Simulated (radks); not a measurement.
Results of a calculation; reference values are marked as such.
Ne3+, 7 electrons, occupied as [He] 2s2 2p2.75 3p0.25 (fractional occupations, a model configuration).

Level of theory: non-relativistic Kohn-Sham, LDA (Slater exchange, VWN5 correlation), spin-unpolarised, spherical densities, point nucleus (a radial shooting solver on a logarithmic mesh with Libxc functionals).

Energy parts (eV):
total: -3341.087
kinetic: 3331.117
electron-nucleus: -7559.056
Hartree: 1144.732
exchange-correlation: -257.881

Orbitals (lengths in bohr, moments of r in powers of bohr; <r^-3> diverges for s and p1/2; r(max) is where P^2 peaks; r(90%) holds 90 % of the orbital's charge):
orbital  occ.  eigenvalue (eV)  r(max)  r(90%)  <r^-3>   <1/r>
1s          2        -913.9525  0.1033   0.284       -   9.568
2s          2        -106.3088  0.6451    1.24       -   1.841
2p       2.75         -84.4702  0.5528    1.24   16.91   1.754
3p       0.25         -24.7061   2.242    3.73   2.437  0.5488

The highest occupied level is 3p at -24.706 eV. The electron density at the nucleus is 624.7 e/bohr^3. Virial ratio -V/T = 2.00299. The density falls to 0.001 e/bohr^3 at r = 2.82 bohr. Summed over all electrons, <r^2> = 5.254 bohr^2, which gives a Langevin (diamagnetic) susceptibility term of -4.16 x 10^-6 cm^3/mol.
